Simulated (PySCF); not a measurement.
SiBrCl3, SMILES Cl[Si](Cl)(Cl)Br.

The structure is a stationary point at PBE-D3(BJ)/def2-SVP.

All values below come from PBE/def2-TZVP run with PySCF.

Symmetry labels are those of the subgroup Cs that the program uses (full group C3v).

Task: List the valence orbital energies around the gap with their symmetry. (Estimate from the structure and the level; the computed values follow.)

Result: 
```csv
orbital,symmetry,energy (eV)
HOMO−7,A',-9.01
HOMO−6,A",-9.01
HOMO−5,A',-8.69
HOMO−4,A",-8.66
HOMO−3,A',-8.66
HOMO−2,A",-8.10
HOMO−1,A",-7.75
HOMO,A',-7.75
LUMO,A',-2.27
LUMO+1,A',-0.68
LUMO+2,A",-0.67
LUMO+3,A',-0.67
```
